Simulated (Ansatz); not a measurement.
C3H8Ge, SMILES `C=[C](C)[GeH3]`, 12 atoms. Total charge 0; spin multiplicity 1. Correlated methods include outer-core shells of Ge, which these sets cover unevenly. Scalar relativity is left out up to krypton. All runs use 4 threads of an AMD EPYC 7B13 on a shared host. Correlated methods freeze the cores.

Question: Give the basis size and wall time and peak host memory of each of these runs in Ansatz. RKS ωB97M-V/def2-QZVPP energy; direct RPA on PBE orbitals/def2-TZVPP energy; RKS BLYP-D4/def2-TZVPP energy; RKS BHLYP-D4/def2-TZVPP energy; RKS PBE0-D4/def2-QZVPP energy; RKS PBE0-D4/def2-TZVP relaxation (7 steps); RHF-CCSD(T)/def2-TZVPP energy; RKS ωB97M-V/def2-TZVPP energy and forces; RKS B2PLYP (frozen core)/def2-TZVPP energy; RKS PBE0-D4/def2-SVP energy; RKS ωB97M-V/def2-SVP energy; RKS PBE0-D4/def2-TZVP frequencies. (Estimate.)

Answer: Computed: Other jobs shared the machine, so times are rough.

```csv
level,job,functions,wall time,peak host memory (GiB)
RKS PBE0-D4/def2-SVP,energy,114,1 s,0.29
RKS BLYP-D4/def2-TZVPP,energy,253,1.7 s,0.34
RKS BHLYP-D4/def2-TZVPP,energy,253,2.6 s,0.69
RKS ωB97M-V/def2-SVP,energy,114,3 s,0.38
direct RPA on PBE orbitals/def2-TZVPP,energy,253,4.1 s,0.63
RKS B2PLYP (frozen core)/def2-TZVPP,energy,253,4.4 s,0.69
RKS PBE0-D4/def2-QZVPP,energy,500,7.5 s,1.9
RKS ωB97M-V/def2-TZVPP,energy and forces,253,8.5 s,0.96
RKS ωB97M-V/def2-QZVPP,energy,500,17 s,2.3
RKS PBE0-D4/def2-TZVP,relaxation (7 steps),189,20 s,0.52
RHF-CCSD(T)/def2-TZVPP,energy,253,2 min,5.7
RKS PBE0-D4/def2-TZVP,frequencies,189,2.3 min,0.53
```
